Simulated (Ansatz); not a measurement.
Species: NbO₂Cl (charge +1, doublet). SMILES of the parent species: [Cl][Nb](=[O])=[O]

Atoms: Nb1, O2, O3, Cl4. Bonds: Nb1-O2, Nb1-O3, Nb1-Cl4.

Bond lengths (Å) and angles (degrees) optimised at PBE/6-31G* with LANL2DZ past Ar with Ansatz (a program for electronic structure); B3LYP/LANL2DZ with Ansatz; B3LYP/6-31G* with LANL2DZ past Ar with Ansatz, each started from the B3LYP-D3(BJ)/def2-TZVP structure (Ansatz) of the last column. A row stands for all coordinates that are equal there. 6-31G* holds six Cartesian d functions. No wavenumbers were computed at PBE/6-31G* with LANL2DZ past Ar, B3LYP/LANL2DZ, so these may be saddle points.

```json
[
 {"coordinate": "Nb1-O2", "PBE/6-31G* with LANL2DZ past Ar": "1.767", "B3LYP/LANL2DZ": "1.785", "B3LYP/6-31G* with LANL2DZ past Ar": "1.767", "B3LYP-D3(BJ)/def2-TZVP": "1.716"},
 {"coordinate": "Nb1-O3", "PBE/6-31G* with LANL2DZ past Ar": "1.767", "B3LYP/LANL2DZ": "1.785", "B3LYP/6-31G* with LANL2DZ past Ar": "1.767", "B3LYP-D3(BJ)/def2-TZVP": "1.786"},
 {"coordinate": "Nb1-Cl4", "PBE/6-31G* with LANL2DZ past Ar": "2.272", "B3LYP/LANL2DZ": "2.293", "B3LYP/6-31G* with LANL2DZ past Ar": "2.248", "B3LYP-D3(BJ)/def2-TZVP": "2.238"},
 {"coordinate": "O2-Nb1-O3", "PBE/6-31G* with LANL2DZ past Ar": "96.4", "B3LYP/LANL2DZ": "94.9", "B3LYP/6-31G* with LANL2DZ past Ar": "94.3", "B3LYP-D3(BJ)/def2-TZVP": "95.5"},
 {"coordinate": "O2-Nb1-Cl4", "PBE/6-31G* with LANL2DZ past Ar": "104.7", "B3LYP/LANL2DZ": "105.9", "B3LYP/6-31G* with LANL2DZ past Ar": "106.4", "B3LYP-D3(BJ)/def2-TZVP": "108.2"},
 {"coordinate": "O3-Nb1-Cl4", "PBE/6-31G* with LANL2DZ past Ar": "104.7", "B3LYP/LANL2DZ": "105.9", "B3LYP/6-31G* with LANL2DZ past Ar": "106.4", "B3LYP-D3(BJ)/def2-TZVP": "107.9"}
]
```

Mean signed difference of all 3 bond lengths from B3LYP-D3(BJ)/def2-TZVP: PBE/6-31G* with LANL2DZ past Ar 0.021 Å, B3LYP/LANL2DZ 0.041 Å, B3LYP/6-31G* with LANL2DZ past Ar 0.014 Å.
